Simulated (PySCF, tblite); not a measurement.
Isomers of C6H9F, one GFN2-xTB conformer each. Single-point energies are computed at PBE0/pcSseg-1 (PySCF, gas phase, no added dispersion term), electronic only.

```json
{"SMILES": "F[C@H]1CC=CCC1", "GFN2-xTB relative energy (kcal/mol)": "0.0"}
{"SMILES": "C[C@@]1(CF)[C@@H]2C[C@@H]21", "GFN2-xTB relative energy (kcal/mol)": "41.0"}
```

Conformers: `[F:1][C@H:2]1[CH2:3][CH:4]=[CH:5][CH2:6][CH2:7]1` with F1–C2–C3–C4 81°, C2–C3–C4–C5 10°, C4–C5–C6–C7 20°, C5–C6–C7–C2 -49°; `[CH3:1][C@@:2]1([CH2:3][F:4])[C@@H:5]2[CH2:6][C@H:7]12` with C1–C2–C3–F4 65°.

What does PBE0/pcSseg-1 give for the same structures?

```csv
SMILES,PBE0/pcSseg-1 E (Eh),PBE0/pcSseg-1 (kcal/mol),GFN2-xTB (kcal/mol),point group
F[C@H]1CC=CCC1,-333.47019,0.0,0.0,C1
C[C@@]1(CF)[C@@H]2C[C@@H]21,-333.40106,43.4,41.0,C1
```

Both levels put the same isomer lowest. As drawn, the lower has a C=C bond outside aromatic rings, which the higher lacks; the higher has a three-membered ring and a quaternary carbon, which the lower lacks.

Which frontier levels, dipoles and rotational constants go with these structures?

```json
{"SMILES": "F[C@H]1CC=CCC1", "HOMO (eV, PBE0/pcSseg-1)": "-7.12", "LUMO (eV)": "0.62", "dipole (D)": "1.70", "A, B, C (MHz)": "3705, 2847, 2118"}
{"SMILES": "C[C@@]1(CF)[C@@H]2C[C@@H]21", "HOMO (eV, PBE0/pcSseg-1)": "-7.21", "LUMO (eV)": "1.63", "dipole (D)": "2.10", "A, B, C (MHz)": "4210, 2277, 1772"}
```

What happens when harmonic zero-point energies from GFN2-xTB frequencies are added?

| SMILES | ZPE (kcal/mol) | electronic (kcal/mol) | with ZPE (kcal/mol) |
| --- | --- | --- | --- |
| F[C@H]1CC=CCC1 | 84.9 | 0.0 | 0.0 |
| C[C@@]1(CF)[C@@H]2C[C@@H]21 | 83.3 | 43.4 | 41.7 |

The zero-point energies span 1.6 kcal/mol. The order is unchanged.
